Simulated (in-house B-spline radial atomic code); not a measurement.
Orbital energies and mean radii along the 15-electron series, configuration 1s2 2s2 2p6 3s2 3p1/2(2) 3p3/2(1). The effective charge is n√(-2ε), a non-relativistic measure. Computed with a B-spline radial code for spherical atoms: Dirac-Hartree-Fock, jj configuration that fills j = l - 1/2 first, finite nuclei.

```json
{"ion": "Nd45+", "Z": "60", "energy of 1s1/2 (Eh)": "-1718.85", "mean radius of 1s1/2 (bohr)": "0.023615", "energy of 3p1/2 (Eh)": "-139.52", "mean radius of 3p1/2 (bohr)": "0.22905", "energy of 3s1/2 (Eh)": "-144.35", "mean radius of 3s1/2 (bohr)": "0.24169", "effective charge of 1s1/2": "58.632"}
{"ion": "Pm46+", "Z": "61", "energy of 1s1/2 (Eh)": "-1782.67", "mean radius of 1s1/2 (bohr)": "0.023166", "energy of 3p1/2 (Eh)": "-145.55", "mean radius of 3p1/2 (bohr)": "0.22423", "energy of 3s1/2 (Eh)": "-150.51", "mean radius of 3s1/2 (bohr)": "0.23674", "effective charge of 1s1/2": "59.71"}
{"ion": "Sm47+", "Z": "62", "energy of 1s1/2 (Eh)": "-1847.84", "mean radius of 1s1/2 (bohr)": "0.022729", "energy of 3p1/2 (Eh)": "-151.72", "mean radius of 3p1/2 (bohr)": "0.21957", "energy of 3s1/2 (Eh)": "-156.8", "mean radius of 3s1/2 (bohr)": "0.23196", "effective charge of 1s1/2": "60.792"}
{"ion": "Eu48+", "Z": "63", "energy of 1s1/2 (Eh)": "?", "mean radius of 1s1/2 (bohr)": "?", "energy of 3p1/2 (Eh)": "?", "mean radius of 3p1/2 (bohr)": "?", "energy of 3s1/2 (Eh)": "?", "mean radius of 3s1/2 (bohr)": "?", "effective charge of 1s1/2": "?"}
{"ion": "Gd49+", "Z": "64", "energy of 1s1/2 (Eh)": "-1982.35", "mean radius of 1s1/2 (bohr)": "0.021894", "energy of 3p1/2 (Eh)": "-164.51", "mean radius of 3p1/2 (bohr)": "0.21073", "energy of 3s1/2 (Eh)": "-169.83", "mean radius of 3s1/2 (bohr)": "0.22288", "effective charge of 1s1/2": "62.966"}
{"ion": "Tb50+", "Z": "65", "energy of 1s1/2 (Eh)": "-2051.73", "mean radius of 1s1/2 (bohr)": "0.021494", "energy of 3p1/2 (Eh)": "-171.12", "mean radius of 3p1/2 (bohr)": "0.20654", "energy of 3s1/2 (Eh)": "-176.58", "mean radius of 3s1/2 (bohr)": "0.21856", "effective charge of 1s1/2": "64.058"}
{"ion": "Dy51+", "Z": "66", "energy of 1s1/2 (Eh)": "-2122.51", "mean radius of 1s1/2 (bohr)": "0.021106", "energy of 3p1/2 (Eh)": "-177.89", "mean radius of 3p1/2 (bohr)": "0.20248", "energy of 3s1/2 (Eh)": "-183.47", "mean radius of 3s1/2 (bohr)": "0.21439", "effective charge of 1s1/2": "65.154"}
{"ion": "Ho52+", "Z": "67", "energy of 1s1/2 (Eh)": "?", "mean radius of 1s1/2 (bohr)": "?", "energy of 3p1/2 (Eh)": "?", "mean radius of 3p1/2 (bohr)": "?", "energy of 3s1/2 (Eh)": "?", "mean radius of 3s1/2 (bohr)": "?", "effective charge of 1s1/2": "?"}
{"ion": "Er53+", "Z": "68", "energy of 1s1/2 (Eh)": "-2268.47", "mean radius of 1s1/2 (bohr)": "0.020359", "energy of 3p1/2 (Eh)": "-191.88", "mean radius of 3p1/2 (bohr)": "0.19474", "energy of 3s1/2 (Eh)": "-197.72", "mean radius of 3s1/2 (bohr)": "0.20641", "effective charge of 1s1/2": "67.357"}
```

**Question.** Fill in the row of Eu48+.

**Answer.** energy of 1s1/2 (Eh): -1914.4; mean radius of 1s1/2 (bohr): 0.022306; energy of 3p1/2 (Eh): -158.04; mean radius of 3p1/2 (bohr): 0.21508; energy of 3s1/2 (Eh): -163.24; mean radius of 3s1/2 (bohr): 0.22734; effective charge of 1s1/2: 61.877.

**Question.** Fill in the row of Ho52+.

**Answer.** energy of 1s1/2 (Eh): -2194.76; mean radius of 1s1/2 (bohr): 0.020727; energy of 3p1/2 (Eh): -184.81; mean radius of 3p1/2 (bohr): 0.19855; energy of 3s1/2 (Eh): -190.51; mean radius of 3s1/2 (bohr): 0.21034; effective charge of 1s1/2: 66.253.

**Question.** How does the screening of 1s1/2 change?

**Answer.** Z less the effective charge goes from 1.37 at Z = 60 to 0.64 at Z = 68.
